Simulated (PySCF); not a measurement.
InMe3, C₃H₉In.
Cartesian coordinates in Å at the PBE0-D3(BJ)/def2-SVP level; atoms count from 1:
```
atom  x, y, z in Å
In1   -0.0032    0.0002   -0.0046
C2     2.1714   -0.0169   -0.0139
H3     2.5764   -1.0373   -0.0721
H4     2.5541    0.4605    0.9023
H5     2.5517    0.5640   -0.8689
C6    -1.0723    1.8938   -0.0030
H7    -1.6563    1.9940    0.9257
H8    -1.7836    1.9297   -0.8430
H9    -0.3891    2.7516   -0.0810
C10   -1.1008   -1.8769    0.0109
H11   -2.1882   -1.7216   -0.0307
H12   -0.8614   -2.4429    0.9253
H13   -0.7988   -2.4983   -0.8469
```

Jobs on this species (13 atoms, 76 electrons) with PySCF (density fitting). Hardware of each: one thread, Arm Neoverse V1, shared host. Times come from a shared host and carry two figures at best.

```
                level and settings                                                                work  basis functions  SCF cycles  wall time
   PBE0/pcSseg-1 (def2-TZVP on In)                             shieldings, charges and field gradients              146           ?          ?
               CAM-B3LYP/def2-SVPD  10 singlets by full TDDFT, 4 Tamm–Dancoff triplets, polarisability              164           ?          ?
PBE0-D3(BJ)/def2-SVP, grid level 1                         geometry optimisation from a GFN2-xTB start              113          29       30 s
  B3LYP/pcSseg-1 (def2-TZVP on In)                                                          shieldings              146          11       15 s
```

Question: Fill in the missing figures.

Answer: 
- PBE0/pcSseg-1 (def2-TZVP on In); shieldings, charges and field gradients: 18 s, 11 SCF cycles
- CAM-B3LYP/def2-SVPD; 10 singlets by full TDDFT, 4 Tamm–Dancoff triplets, polarisability: 35 s, 11 SCF cycles

Question: What do all jobs in the table cost together?

Answer: About 98 s; the longest takes about 36 % of that, and about 2.3 times as long as the shortest.
